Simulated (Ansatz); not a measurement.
Molecule: C6H12Si (charge 0, singlet). SMILES: C=C[Si](C)(C)C=C
Structure (B3LYP-D3(BJ)/def2-TZVP (Ansatz, a program for electronic structure) minimum search):
```
Si
C 1 1.8688
C 2 1.3316 1 124.99
H 3 1.0849 2 121.88 1 0.53
H 3 1.0854 4 115.65 2 179.93
H 2 1.0893 3 117.28 4 -179.98
C 1 1.8709 2 108.88 6 64.08
C 7 1.3318 1 124.75 2 11.41
H 8 1.0851 7 121.61 1 -0.17
H 8 1.0855 9 115.93 7 -179.82
H 7 1.0898 8 117.35 9 -179.92
C 1 1.8770 2 110.40 6 -175.45
H 12 1.0915 1 111.37 2 -59.17
H 12 1.0922 13 108.33 1 -122.79
H 12 1.0924 13 107.59 14 -116.23
C 1 1.8789 2 109.48 6 -54.54
H 16 1.0920 1 111.10 2 56.76
H 16 1.0921 17 108.00 1 121.95
H 16 1.0927 17 107.74 18 116.34
```
Charge 0, spin multiplicity 1.

Wanted: vertical triplet-singlet gap (E(triplet) - E(singlet); each state is the SCF solution reached for its spin), in kJ/mol. Cores are frozen in the correlated levels unless marked. UHF or UKS for open shells. Spin-orbit coupling is left out. Non-relativistic. 

```json
[
 {"level": "HF/aug-cc-pV(T+d)Z", "program": "Ansatz", "vertical triplet-singlet gap (kJ/mol)": "318.7"},
 {"level": "SVWN5/def2-TZVPD", "program": "Ansatz", "vertical triplet-singlet gap (kJ/mol)": "443.0"},
 {"level": "PBE/def2-TZVPD", "program": "Ansatz", "vertical triplet-singlet gap (kJ/mol)": "416.3"},
 {"level": "r2SCAN/def2-TZVPD", "program": "Ansatz", "vertical triplet-singlet gap (kJ/mol)": "389.4"},
 {"level": "B3LYP/def2-TZVPD", "program": "Ansatz", "vertical triplet-singlet gap (kJ/mol)": "416.9"},
 {"level": "BHLYP/def2-TZVPD", "program": "Ansatz", "vertical triplet-singlet gap (kJ/mol)": "395.7"},
 {"level": "CAM-B3LYP/def2-TZVPD", "program": "Ansatz", "vertical triplet-singlet gap (kJ/mol)": "412.8"},
 {"level": "wB97M-V/def2-TZVPD", "program": "Ansatz", "vertical triplet-singlet gap (kJ/mol)": "431.1"},
 {"level": "wB97X-V/def2-TZVPD", "program": "Ansatz", "vertical triplet-singlet gap (kJ/mol)": "427.3"},
 {"level": "B2PLYP/def2-TZVPD", "program": "Ansatz", "vertical triplet-singlet gap (kJ/mol)": "426.1"},
 {"level": "MP2/aug-cc-pV(D+d)Z", "program": "Ansatz", "vertical triplet-singlet gap (kJ/mol)": "444.9"},
 {"level": "RI-MP2/aug-cc-pV(T+d)Z", "program": "Ansatz", "vertical triplet-singlet gap (kJ/mol)": "445.5"},
 {"level": "SCS-MP2/aug-cc-pV(D+d)Z", "program": "Ansatz", "vertical triplet-singlet gap (kJ/mol)": "446.0"},
 {"level": "CCSD/aug-cc-pV(D+d)Z", "program": "Ansatz", "vertical triplet-singlet gap (kJ/mol)": "419.7"}
]
```
